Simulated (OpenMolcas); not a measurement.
**V2+ in a point-charge field**

V2+ among 6 point charges of -0.8 e arranged as an octahedron (Oh), 2.06 Å from the ion.

- Program: OpenMolcas
- Method: SS-CASPT2, IPEA 0.25 Eh, imaginary shift 0.1 Eh (closed shells correlated: 3s 3p)
- Basis: ANO-RCC-VTZP [6s5p3d2f1g]
- Scalar Hamiltonian: DKH2, point nucleus
- Active space: 3 electrons in 5 orbitals (3d)
- State averaging: 2S+1 = 4 even, 10 roots; 2S+1 = 2 even, 40 roots
- Spin-orbit coupling: state interaction with AMFI integrals over the reference wave functions

The lowest spin-free states (labels of O, the rotations of Oh), above the lowest:

```json
{"State": "4A2", "Degeneracy": "1", "E (cm-1)": "0", "Free-ion L (%)": "F (100)"}
{"State": "4T2", "Degeneracy": "3", "E (cm-1)": "2580", "Free-ion L (%)": "F (100)"}
{"State": "4T1", "Degeneracy": "3", "E (cm-1)": "5030", "Free-ion L (%)": "F (99)"}
{"State": "2E", "Degeneracy": "2", "E (cm-1)": "12670", "Free-ion L (%)": "G (82)"}
{"State": "2T1", "Degeneracy": "3", "E (cm-1)": "13030", "Free-ion L (%)": "G (81)"}
{"State": "2A1", "Degeneracy": "1", "E (cm-1)": "13590", "Free-ion L (%)": "G (100)"}
{"State": "2T2", "Degeneracy": "3", "E (cm-1)": "14700", "Free-ion L (%)": "G (93)"}
{"State": "4T1", "Degeneracy": "3", "E (cm-1)": "14920", "Free-ion L (%)": "P (99)"}
{"State": "2T2", "Degeneracy": "3", "E (cm-1)": "17410", "Free-ion L (%)": "H (76)"}
{"State": "2T1", "Degeneracy": "3", "E (cm-1)": "17420", "Free-ion L (%)": "H (52)"}
{"State": "2E", "Degeneracy": "2", "E (cm-1)": "18780", "Free-ion L (%)": "H (60)"}
{"State": "2T1", "Degeneracy": "3", "E (cm-1)": "20220", "Free-ion L (%)": "H (58)"}
{"State": "2T1", "Degeneracy": "3", "E (cm-1)": "21550", "Free-ion L (%)": "H (75)"}
{"State": "2T2", "Degeneracy": "3", "E (cm-1)": "22000", "Free-ion L (%)": "D (72)"}
{"State": "2E", "Degeneracy": "2", "E (cm-1)": "25120", "Free-ion L (%)": "D (54)"}
{"State": "2A2", "Degeneracy": "1", "E (cm-1)": "29990", "Free-ion L (%)": "F (100)"}
{"State": "2T2", "Degeneracy": "3", "E (cm-1)": "30400", "Free-ion L (%)": "F (98)"}
{"State": "2T1", "Degeneracy": "3", "E (cm-1)": "31680", "Free-ion L (%)": "F (98)"}
{"State": "2E", "Degeneracy": "2", "E (cm-1)": "45460", "Free-ion L (%)": "D (100)"}
{"State": "2T2", "Degeneracy": "3", "E (cm-1)": "47860", "Free-ion L (%)": "D (98)"}
```

The lowest levels with spin-orbit coupling:

```
E (cm-1)  Degeneracy  Label  2S+1               g
       0           4     Γ8     4                
    2520           2     Γ7     4  2.81 2.81 2.81
    2570           4     Γ8     4                
    2620           4     Γ8     4                
    2640           2     Γ6     4  2.49 2.49 2.49
    4930           2     Γ7     4  0.82 0.82 0.82
    4950           4     Γ8     4                
    5150           4     Γ8     4                
    5280           2     Γ6     4  4.48 4.48 4.48
   12660           4     Γ8     2                
   13050           4     Γ8     2                
   13060           2     Γ6     2  1.26 1.26 1.26
   13670           2     Γ6     2  3.42 3.42 3.42
   14620           2     Γ7     2  2.36 2.36 2.36
   14770           4     Γ8     2                
   14790           2     Γ6     4  2.67 2.67 2.67
   14860           4     Γ8     4                
   15030           4     Γ8     4                
   15030           2     Γ7     4  2.64 2.64 2.64
   17300           2     Γ6     2  1.45 1.45 1.45
```

Powder χT (cm3 K/mol): 1.54 at 2 K, 1.55 at 10 K, 1.58 at 50 K, 1.62 at 100 K, 1.7 at 200 K, 1.78 at 300 K. The effective moment at 300 K is 2.828 √(χT) = 3.77 μB.

The lowest level has 2S+1 = 4, for which the spin-only value is χT = S(S+1) / 2 = 1.875 cm3 K/mol (g = 2). The computed 1.780 at 300 K differs by -0.095, through orbital momentum, spin-orbit coupling and any other state in reach.

Roots that are degenerate in the reference are averaged as groups; the widest CASPT2 spread within a group is 660 cm-1 (the 3-fold group of multiplicity 4 near 2580 cm-1 above the lowest state of its run). Shifts and gaps below about the spread of the groups concerned are not significant. Free-ion shares, where given, are those of the reference states; single-state CASPT2 does not remix them. This is an electrostatic model: the charges have no orbitals. No measured value stands beside these numbers.
